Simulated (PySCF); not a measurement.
# Dipole moment and polarisability of `C[Si@@H](N)[Se][SiH3]`

CH₉NSeSi₂.
SMILES with atom numbers: `[CH3:1][Si@@H:2]([NH2:3])[Se:4][SiH3:5]` (hydrogens: H6, H7, H8 on C1; H9 on Si2; H10, H11 on N3; H12, H13, H14 on Si5)

Cartesian coordinates in Å at the PBE0-D3(BJ)/def2-SVP level; atoms count from 1:
```
atom  x, y, z in Å
C1    -1.7948   -0.9391    0.2792
Si2   -0.8348    0.5177   -0.3911
N3    -0.2945    1.4458    0.9644
Se4    1.0342   -0.1158   -1.5641
Si5    2.2613   -0.4779    0.3274
H6    -2.6786   -0.5989    0.8436
H7    -2.1421   -1.5806   -0.5441
H8    -1.1646   -1.5450    0.9475
H9    -1.6546    1.2554   -1.4037
H10   -0.8066    1.4243    1.8388
H11    0.2070    2.3180    0.8427
H12    3.4247   -1.3072   -0.1093
H13    1.4858   -1.2375    1.3521
H14    2.7808    0.7853    0.9269
```

Level: wB97X-D/def2-SVPD (PySCF), static field, nuclei fixed, core orbitals frozen in the response. The polarisability tensor in these axes (au):

```
x   117.08  -5.10   1.50
y    -5.10  92.90  -0.18
z     1.50  -0.18 101.34
```

Problem. What are the eigenvalues, a third of the trace, and Δα (Δα² = ½Σ(αi − αj)² over the three pairs)?

Solution. Principal values 91.87, 101.21 and 118.25 au; mean 103.78 au = 15.38 Å³ = 17.11 × 10⁻⁴⁰ C²·m²/J; Δα = 23.17 au (22 % of the mean).

Problem. What is the dipole moment, and where does it point?

Solution. (-1.41, 0.82, 2.14) D, 2.69 D in size, pointing from the negative to the positive side. Measured along this direction, the outermost atoms are H12 at the negative end and H10 at the positive end.

Problem. Give the eigenvalues of the traceless quadrupole moment Θ = ½Σq(3rr − r²1), origin at the centre of nuclear charge.

Solution. -4.25, 0.53, 3.72 D·Å. The values depend on the origin, since the dipole doesn't vanish. The electronic extent ⟨r²⟩ about the same centre is 1150 bohr², a root-mean-square distance of 1.96 Å for the 84 electrons.

Problem. What depolarisation ratio follows for Rayleigh scattering of linearly polarised light, taking the static tensor?

Solution. ρ = 3Δα²/(45ᾱ² + 4Δα²) = 1609.9/(484620 + 2146.5) = 0.00331.

Problem. Along which axes do the principal values lie, and how far do the nuclei extend along each?

Solution. Largest value along (0.98, -0.20, 0.09), where the nuclei span 6.01 Å; middle along (-0.08, 0.03, 1.00), 3.59 Å; least along (0.20, 0.98, -0.01), 4.27 Å. The strongest response lies along the longest span, while the other two are in reverse order.

Problem. Refractivity n − 1 of an ideal gas of it at 500 K and 1 atm, from the electronic α?

Solution. N = p/kT = 1.4678 × 10¹⁹ cm⁻³, so n − 1 = 2π × N × 15.38 × 10⁻²⁴ cm³ = 1418 × 10⁻⁶ at long wavelengths.

The structure is a single PBE0-D3(BJ)/def2-SVP conformer in the gas phase; no vibrational or solvent corrections. The calculation is non-relativistic, for selenium too.
